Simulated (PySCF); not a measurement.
AlH4, SMILES [AlH4-], charge -1. Atoms are numbered in the order given.

```xyz
5

Al     0.0000     0.0000     0.0000
H      0.9506     0.9506     0.9506
H     -0.9506     0.9506    -0.9506
H     -0.9506    -0.9506     0.9506
H      0.9506    -0.9506    -0.9506
```
Charge -1, spin multiplicity 1.

Coordinates come from a PBE0-D3(BJ)/def2-TZVPD optimisation. The isomer is the one that the SMILES or the coordinates give; other isomers of the formula were not compared.

Level of theory: B3LYP/def2-TZVPD in PySCF.

Symmetry labels are those of the subgroup D2 that the program uses (full group Td).

Question: List the valence orbital energies around the gap with their symmetry. (An estimate is asked for; the answer gives what the named calculation found.)

Answer: 
```csv
orbital,symmetry,energy (eV)
HOMO−7,A,-105.53
HOMO−6,B1,-66.14
HOMO−5,B2,-66.14
HOMO−4,B3,-66.14
HOMO−3,A,-5.63
HOMO−2,B1,-2.16
HOMO−1,B2,-2.16
HOMO,B3,-2.16
LUMO,A,3.83
LUMO+1,B1,5.28
LUMO+2,B2,5.28
LUMO+3,B3,5.28
```
